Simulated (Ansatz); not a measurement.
`CS[SiH2][SeH]` → `S[SiH2]C[SeH]`  (isomerisation)

Gas-phase electronic energies from Ansatz, PBE0-D4/def2-TZVP geometries. CCSD(T)/CBS is the MP2 limit (def2-TZVPP, def2-QZVPP) plus CCSD(T) − MP2 in def2-TZVPP, frozen cores. DFT in def2-TZVPP. B3LYP here is the variant with VWN-RPA as its local correlation; programs differ in this. For Se outer-core shells are correlated without core-valence functions, which leaves a few kJ/mol of doubt a bond. Scalar relativity is left out up to krypton. Each species was taken in one conformer, which may not be the lowest.

**Question.** Is it downhill or uphill in electronic energy at CCSD(T)/CBS, and by how much? (Estimate.)

**Answer.** Ansatz gave: Uphill: ΔE = +0.63 eV.

**Question.** What do these levels give: PBE0-D4, B3LYP-D4, ωB97M-V, PBE, r2SCAN, HF/def2-TZVPP, SCS-MP2/def2-TZVPP, CCSD(T)/def2-TZVPP, HF/def2-QZVPP, MP2/def2-QZVPP, SCS-MP2/def2-QZVPP, MP2/CBS(def2)? (Estimate.)

**Answer.** Computed: PBE0-D4 0.69, B3LYP-D4 0.65, ωB97M-V 0.62, PBE 0.67, r2SCAN 0.67, HF/def2-TZVPP 0.62, SCS-MP2/def2-TZVPP 0.58, CCSD(T)/def2-TZVPP 0.56, HF/def2-QZVPP 0.62, MP2/def2-QZVPP 0.64, SCS-MP2/def2-QZVPP 0.61, MP2/CBS(def2) 0.67 eV.

Largest T1 diagnostic among the species: 0.010.
